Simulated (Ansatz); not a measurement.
Reaction (hydrogenolysis of a B–C bond): `BBCBI` + H₂ → `BI` + `BBC`

Isolated molecules relaxed with PBE0-D4/def2-TZVP in Ansatz; ΔE leaves out vibrations. CCSD(T)/CBS is the MP2 limit (def2-TZVPP, def2-QZVPP) plus CCSD(T) − MP2 in def2-TZVPP, frozen cores. This one scheme is used for every species. DFT in def2-TZVPP. Elements past krypton have def2 core potentials. For I outer-core shells are correlated without core-valence functions, which leaves a few kJ/mol of doubt a bond. Each species was taken in one conformer, which may not be the lowest.

| level | ΔE (kJ/mol) | difference from CCSD(T)/CBS |
| --- | --- | --- |
| PBE-D4 | 14.9 | 4.4 |
| revPBE-D4 | 18.2 | 7.7 |
| r2SCAN-D4 | 13.0 | 2.5 |
| r2SCANh-D4 | 11.6 | 1.1 |
| CAM-B3LYP-D4 | 2.2 | -8.3 |
| ωB97M-V | 7.7 | -2.8 |
| PBE0 | 3.3 | -7.2 |
| CAM-B3LYP | -5.5 | -16.0 |
| RPA@PBE/def2-TZVPP | 2.9 | -7.6 |
| HF/def2-SVP | -24.5 | -35.0 |
| MP2/def2-SVP | 12.2 | 1.7 |
| CCSD(T)/def2-SVP | 4.0 | -6.5 |
| HF/def2-TZVPP | -24.1 | -34.6 |
| CCSD/def2-TZVPP | 1.1 | -9.4 |
| MP2/def2-QZVPP | 18.0 | 7.5 |
| SCS-MP2/def2-QZVPP | 8.1 | -2.4 |
| CCSD(T)/CBS | 10.5 | 0 |

Q: What do rigid-rotor, harmonic-oscillator terms from PBE0-D4/def2-TZVP frequencies (298.15 K, 1 bar) make of the CCSD(T)/CBS value? (An estimate is asked.)

A: Ansatz gave: ΔZPE = +14.7 kJ/mol, ΔH = +21.6 kJ/mol, ΔS = 40 J/(mol·K), ΔG = +9.8 kJ/mol. Modes under 50 cm⁻¹ make the entropy rough.

Largest T1 diagnostic among the species: 0.012.

From PBE to PBE0 (25 % exact exchange), in def2-TZVPP and without D4, ΔE moves by −3.8 kJ/mol. Leaving LDA and LC-ωPBE aside and taking each functional with its dispersion term where it has one, the values, not all of them listed here, spread over 17.6 kJ/mol, from BHLYP-D4 to revPBE-D4. LDA lies +12.9 kJ/mol from PBE without D4. The D4 term adds +12.6 kJ/mol with B3LYP and +7.1 kJ/mol with PBE0; it sums over pairs of atoms, weighted by their polarisabilities, and B3LYP, whose exchange is more repulsive, gets the larger term.

B3LYP here is the variant with VWN-RPA as its local correlation; programs differ in this.
